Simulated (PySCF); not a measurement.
GeOBr: from structure and modes to constants

Computed with UPBE0/[Ge def2-TZVP, O def2-TZVP, Br def2-TZVP], no relativity, density fitting, PySCF.

The doublet minimum has Cs symmetry. Masses (u): Ge 73.92118, O 15.99492, Br 78.91834.

```xyz
3
charge 0 multiplicity 2, angstrom
Ge    0.0000   -0.4867   -0.8955
O     0.0000    0.5462   -2.1878
Br    0.0000    0.3453    1.2827
```

Harmonic wavenumbers (cm⁻¹): 139.6 (a', ×1), 277.3 (a', ×1), 853.8 (a', ×1).

Problem. What is the harmonic zero-point energy?

Solution. Half the sum of all 3 wavenumbers, 1271/2 = 635 cm⁻¹, which is 7.6 kJ/mol (1 cm⁻¹ = 0.0119627 kJ/mol).

Problem. Find the vibrational entropy and heat capacity at 298.15 K.

Solution. With u = 1.43878 ω/T, each mode gives S = R[u/(eᵘ−1) − ln(1−e⁻ᵘ)] and C = R u² eᵘ/(eᵘ−1)².
```tsv
ω (cm⁻¹)	u	S (J/(mol K))	C (J/(mol K))
139.6	0.673	11.76	8.01
277.3	1.338	6.49	7.18
853.8	4.120	0.70	2.37
```
The sums over all modes are S = 18.9 and C = 17.6 J/(mol K); the softest mode gives 62 % of the entropy.

This need not be the most stable arrangement of these atoms.
